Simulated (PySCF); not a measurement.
Compound: C5H7NO2Si.
Atom-mapped SMILES: `[N:1]#[C:2][C@@H:3]1[CH2:4][O:5][SiH2:6][CH2:7][C:8]1=[O:9]`

Structure used (GFN2-xTB), in Å, numbered top down from 1:
```xyz
16
C5H7NO2Si angstrom
N     -1.967    0.011    2.234
C     -1.661   -0.087    1.136
C     -1.272   -0.198   -0.244
C     -0.404   -1.460   -0.464
O      0.815   -1.391    0.205
Si     1.808   -0.106    0.243
C      0.617    1.411    0.227
C     -0.447    1.012   -0.716
O     -0.611    1.464   -1.821
H     -2.170   -0.284   -0.866
H     -0.235   -1.576   -1.542
H     -0.934   -2.343   -0.090
H      2.492   -0.285    1.507
H      2.651   -0.033   -0.950
H      1.096    2.330   -0.100
H      0.215    1.541    1.230
```

Definitions: NICS(0) = −σiso at the ring centroid; NICS(1) = −σiso and NICS(1)zz = −σzz at ±1 Å along the ring normal z. Level: GIAO PBE0/pcSseg-1 (PySCF, non-relativistic, gas phase) on the GFN2-xTB geometry, one conformer.

Ring bond lengths (Å), with Mayer bond orders in brackets: C3–C4 1.548 (0.98), C4–O5 1.392 (0.91), O5–Si6 1.625 (0.96), Si6–C7 1.928 (0.82), C7–C8 1.476 (1.03), C8–C3 1.539 (0.92).

What do the NICS probes read (ppm)?

```
              ring                                                    type  NICS(0)  NICS(1), two faces  NICS(1)zz, two faces  rms pucker (Å)  centre to ring atoms, mean (Å)
C3–C4–O5–Si6–C7–C8  6-membered ring with O and Si; formal bonds all single     -2.5         -2.5 / -1.0            -1.7 / 2.0            0.24                            1.52
```

What do they say, and how far can they be read as aromaticity?

- C3–C4–O5–Si6–C7–C8: mean NICS(1)zz 0.2 ppm, near zero. C3, C4, Si6, C7 have four or more neighbours, and the NICS criterion for π rings isn't applied. The two faces differ by 3.7 ppm, so no symmetry operation interchanges them.

At the second NICS(1) probe listed for ring C3–C4–O5–Si6–C7–C8, 1 Å off the ring, what do the in-plane components average?

The isotropic value is a third of the trace: (3 × -1.0 − (2.0))/2 = -2.5 ppm.

How shielded are the nuclei of the rings and their hydrogens (means over atoms taken as equivalent)?

```
atoms                    environment  σ isotropic (ppm)  principal values of the symmetric part, first atom (ppm)
   C3  sp3 carbon next to a carbonyl              137.6                                       124.3, 132.7, 155.8
   C4     sp3 carbon bound to oxygen              112.3                                        80.6, 109.5, 146.8
   O5             silyl ether oxygen              303.8                                       231.5, 307.2, 372.6
  Si6           oxygen-bound silicon              355.9                                       316.5, 336.0, 415.3
   C7    sp3 carbon bound to silicon              150.6                                       111.3, 152.8, 187.6
   C8         ketone carbonyl carbon              -17.4                                       -113.9, -37.4, 99.0
  H10               methine hydrogen              28.65                                          24.6, 27.9, 33.5
  H11             methylene hydrogen              27.33                                          22.8, 26.6, 32.6
  H12             methylene hydrogen              26.94                                          22.4, 26.2, 32.2
  H13                  Si–H hydrogen              26.36                                          23.1, 24.3, 31.7
  H14                  Si–H hydrogen              26.61                                          22.9, 24.7, 32.2
  H15             methylene hydrogen              29.62                                          26.6, 27.0, 35.3
  H16             methylene hydrogen              27.77                                          23.6, 28.8, 30.9
```
